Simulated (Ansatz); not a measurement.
```yaml
crystal:
  periodic: [false, false, false]
  atoms:
    - {symbol: C, position_ang: [0.269126, -1.426678, 0.942574]}
    - {symbol: N, position_ang: [0.919023, -0.205685, -0.146840]}
    - {symbol: Sn, position_ang: [-0.559566, 0.940826, -1.031366]}
    - {symbol: F, position_ang: [-1.971985, -0.210086, -1.464795]}
    - {symbol: F, position_ang: [-0.015455, 2.238884, -2.190404]}
    - {symbol: F, position_ang: [-1.490400, 2.141762, 0.557142]}
    - {symbol: H, position_ang: [0.209278, -0.749163, 1.773759]}
    - {symbol: H, position_ang: [-0.409059, -1.788894, 0.575488]}
    - {symbol: H, position_ang: [1.221518, -1.912564, 1.138786]}
    - {symbol: H, position_ang: [1.701733, 0.315748, 0.084292]}
basis:
  gaussian: {orbitals: def2-mTZVP, final_grid: {core_spheres: 8, valence_spheres: 7, degree: 23}}
hamiltonian: {xc: {name: B2GP-PLYP}}
relax: {f_tol: 0.001, max_steps: 1}
```

```sh
$ ansatz run in.yaml --threads 4 --pin off --events-out ev --progress --plain --max-ram 11315MiB
```

Shortened log:

```
Functional definition: B2GP-PLYP
1478 factors; integrals over basis functions are off by at most 5.4e-4 eV
mean field evaluation 1: about -16537.4177 eV, gradient 6.8e1 eV
mean field evaluation 2: about -16537.5814 eV, gradient 6.8e1 eV
mean field evaluation 4: about -16545.3097 eV, gradient 5.8e0 eV
mean field evaluation 8: about -16545.3953 eV, gradient 8.2e-1 eV
mean field evaluation 16: about -16545.3968 eV, gradient 5.2e-4 eV
mean field -16545.39676320 eV, -608.0321161748 hartree, gradient 5.1e-6 eV, S^2 0.000000; 0 other end points of the search recorded, 0 dependent functions left out
9 core orbitals not correlated: weight in the atoms' cores, before any rotation towards them, 1.000 or more for the frozen orbitals, at most 0.000 for the correlated occupied ones
reference -16545.39689761 eV, -608.0321211143 hartree; 24, 24 occupied and 110, 110 virtual orbitals, 1478 factors
second order -33.79210927 eV of doubles, -0.00000000 eV of singles
relax step   1: F+E_penalty+E_count = -16557.56192254 eV  Δ(F+E_penalty+E_count) = +0.000e0 eV  max|allowed force component| = 1.683e1 eV/Å  Δτ_max = 0.0000 Å  (48 SCF iters, accepted)
Error: geometry relaxation did not converge after 1 steps: max|allowed force component| = 1.68e1 eV/Å (threshold 1.0e-3). Raise `relax.max_steps` over both its present limit and 1, loosen `relax.f_tol`, or start from a geometry closer to equilibrium. Where this run's directory can be resumed (`checkpoint.write`), a resume goes on for up to `relax.max_steps` more
```

Task: Something in this input is off. What?

Result: The relaxation is allowed too few steps for its threshold. The calculation stopped without meeting its thresholds.
